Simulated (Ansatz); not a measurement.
Isolated molecules relaxed with PBE0-D4/def2-TZVP in Ansatz; ΔE leaves out vibrations. CCSD(T)/CBS adds triple-zeta CCSD(T) − MP2 to the extrapolated MP2 energy (def2 sets, frozen cores). This one scheme is used for every species. DFT in def2-TZVPP. B3LYP here is the variant with VWN-RPA as its local correlation; programs differ in this. HSE06 is defined as in plane-wave codes. One conformer a species, not always the lowest.

Consider the ligand exchange at the Si–O bond: `C=C[SiH](O)Cl` + HCl → `C=C[SiH](Cl)Cl` + H₂O.

| level | ΔE (kcal/mol) | difference from CCSD(T)/CBS |
| --- | --- | --- |
| r2SCAN-D4 | 0.9 | 0.7 |
| r2SCAN0-D4 | 0.8 | 0.6 |
| HSE06-D4 | -0.5 | -0.7 |
| BHLYP-D4 | 1.5 | 1.3 |
| B2PLYP | 1.6 | 1.4 |
| PBE | -0.3 | -0.5 |
| B3LYP | 1.8 | 1.6 |
| RPA@PBE/def2-TZVPP | 2.2 | 2.0 |
| SCS-MP2/def2-TZVPP | 1.4 | 1.2 |
| HF/CBS(def2) | 3.0 | 2.8 |
| CCSD(T)/CBS | 0.2 | 0 |

**Question.** What do rigid-rotor, harmonic-oscillator terms from PBE0-D4/def2-TZVP frequencies (298.15 K, 1 bar) make of the CCSD(T)/CBS value? (Estimate.)

**Answer.** Computed: ΔZPE = +1.3 kcal/mol, ΔH = +1.7 kcal/mol, ΔS = 7 J/(mol·K), ΔG = +1.2 kcal/mol.

Largest T1 diagnostic among the species: 0.011.

Leaving LDA and LC-ωPBE aside and taking each functional with its dispersion term where it has one, the values, not all of them listed here, spread over 3.3 kcal/mol, from revPBE-D4 to CAM-B3LYP-D4. LDA lies +1.5 kcal/mol from PBE without D4. At CCSD(T), def2-SVP lies +1.4 kcal/mol from the extrapolated value and def2-TZVPP +1.5 kcal/mol. In def2-TZVPP, CCSD(T) changes the Hartree–Fock value by −1.2 kcal/mol (the triples alone add −0.4 kcal/mol) and MP2 by −2.5 kcal/mol.
